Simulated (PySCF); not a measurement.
Cl3Si, SMILES Cl[Si](Cl)Cl, multiplicity 2.

Coordinates come from a ωB97X-D3(BJ)/def2-SVP optimisation. The isomer is the one that the SMILES or the coordinates give; other isomers of the formula were not compared.

Level of theory: TDA-ωB97X/def2-SVPD (PySCF).

Vertical excitations; the highest root listed may be one member of a degenerate set. The molecule is in vacuum.

```tsv
state	energy (eV)	λ (nm)	f	main pairs
root 1	4.32	287	0.000	β HOMO→LUMO 97 %
root 2	4.71	263	0.001	β HOMO−2→LUMO (degenerate set)
root 3	4.71	263	0.001	β HOMO−1→LUMO (degenerate set)
root 4	5.22	237	0.009	β HOMO−3→LUMO (degenerate set)
root 5	5.22	237	0.009	β HOMO−4→LUMO (degenerate set)
root 6	5.67	219	0.007	α HOMO→LUMO 86 %
root 7	5.75	216	0.099	α HOMO→LUMO+1 (degenerate set)
root 8	5.75	216	0.099	α HOMO→LUMO+2 (degenerate set)
root 9	6.23	199	0.046	β HOMO−5→LUMO 87 %
root 10	6.94	179	0.020	β HOMO−6→LUMO 92 %
```
Unrestricted roots are not spin-pure.
